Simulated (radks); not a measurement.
Spherical jellium clusters: N electrons in a uniform positive sphere of charge N and radius rs N^(1/3), rs = 3.45 bohr. Calculated with a radial shooting solver with Libxc functionals: non-relativistic Kohn-Sham, LDA (Slater exchange, Perdew-Wang correlation), spin-polarised, spherical densities. Levels are named by radial order and angular momentum (1s, 1p, 1d, 2s, ...), and open shells are averaged over m.

N = 25, configuration 1s2 1p6 1d10 2s2 1f(up 5, down 0). This is the lowest configuration that the search found. Occupied and some empty levels:

| level | occupation | eigenvalue (eV) | <r> (bohr) |
|---|---|---|---|
| 1s up | 1 | -6.3195 | 6.236 |
| 1s down | 1 | -6.1139 | 5.962 |
| 1p up | 3 | -5.4147 | 7.344 |
| 1p down | 3 | -5.1239 | 7.215 |
| 1d up | 5 | -4.2603 | 8.134 |
| 1d down | 5 | -3.9279 | 8.099 |
| 2s up | 1 | -3.6584 | 6.672 |
| 2s down | 1 | -3.4851 | 6.828 |
| 1f up | 5 | -2.9091 | 8.841 |
| 1f down | 0 | -2.5655 | 8.882 |
| 2p up | 0 | -2.1490 | 8.252 |
| 2p down | 0 | -1.9787 | 8.362 |
| 1g up | 0 | -1.4203 | 9.610 |
| 1g down | 0 | -1.0930 | 9.757 |
| 2d up | 0 | -0.82430 | 10.61 |
| 2d down | 0 | -0.67185 | 10.95 |

Energy (eV): total -44.2542, kinetic 57.629, external -1990.0, Hartree 980.26, exchange-correlation -103.66, background 1011.5.
